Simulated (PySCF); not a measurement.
A structure optimised at PBE0-D3(BJ)/def2-SVP, used in a PySCF frequency run:

```
Si
F 1 1.6252
O 1 1.6442 2 108.84
Si 3 1.6634 1 144.39 2 70.87
H 1 1.4813 2 107.77 3 -116.28
H 4 1.4894 3 108.07 1 158.98
H 4 1.4914 6 109.71 3 -120.04
H 4 1.4942 6 109.54 7 -119.96
C 1 1.8523 5 114.79 2 118.27
C 9 1.3386 1 121.79 5 -118.34
H 10 1.0954 9 121.32 1 0.59
H 10 1.0957 11 116.48 9 179.94
H 9 1.0980 10 118.70 11 -179.90
```

Task: Write its SMILES and formula.

Result: C=C[Si@@H](F)O[SiH3], C2H7FOSi2

Task: What are its rotational constants (standard atomic weights)?

Result: 3.4791, 1.3776, 1.1778 GHz
